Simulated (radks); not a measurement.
Task: Radial electron density D(r) = 4 pi r^2 rho(r) of an atom or ion with 30 electrons. Calculated with a radial shooting solver on a logarithmic mesh with Libxc functionals: scalar-relativistic Kohn-Sham, r2SCAN, spin-polarised, spherical densities, finite nucleus; meta-GGA in the generalised Kohn-Sham scheme; Fermi nuclear charge, rms radius of each element as measured or else 0.836 A^(1/3) + 0.57 fm.

```
   r/bohr * D(r) (the largest magnitude, 45.4, reaches the edge; | marks zero)
 0.003621 |   *
 0.004182 |    *
 0.004829 |      *
 0.005533 |       *
  0.00639 |         *
 0.007321 |            *
 0.008455 |               *
 0.009687 |                  *
  0.01119 |                      *
  0.01292 |                          *
   0.0148 |                              *
  0.01709 |                                  *
  0.01958 |                                      *
  0.02262 |                                          *
  0.02591 |                                             *
  0.02993 |                                              *
  0.03456 |                                               *
   0.0396 |                                             *
  0.04573 |                                           *
  0.05239 |                                        *
  0.06051 |                                      *
  0.06932 |                                     *
  0.08006 |                                      *
  0.09246 |                                         *
   0.1059 |                                              *
   0.1223 |                                                   *
   0.1402 |                                                      *
   0.1619 |                                                      *
   0.1854 |                                                  *
   0.2142 |                                          *
   0.2473 |                                   *
   0.2834 |                             *
   0.3273 |                           *
   0.3749 |                            *
    0.433 |                               *
   0.4961 |                                 *
   0.5729 |                                *
   0.6617 |                           *
    0.758 |                     *
   0.8755 |               *
    1.003 |          *
    1.158 |      *
    1.327 |    *
    1.533 |  *
     1.77 | *
    2.028 | *
    2.342 |*
    2.683 |*
    3.099 |*
     3.55 *
      4.1 *
    4.735 *
    5.425 *
    6.265 *
    7.178 *
    8.289 *
    9.497 *
```

What is the nuclear charge?

Result: Z = 32. The innermost maximum, from 1s, lies near gamma/Z bohr with gamma = sqrt(1 - (Z/c)^2) = 0.972, here 0.0304 bohr (found: 0.0327), and its height grows with Z. The density is that of the germanium ion Ge2+ in [Ne] 3s2 3p5 3d10 4s2 4d1; the configuration itself is not fixed sharply by these data, and Z only to about a unit. D(r) has 3 maxima, at r = 0.0327, 0.149, 0.512 bohr, and minima at 0.0699, 0.330 bohr, inside which lie 2.09, 11.06 electrons.
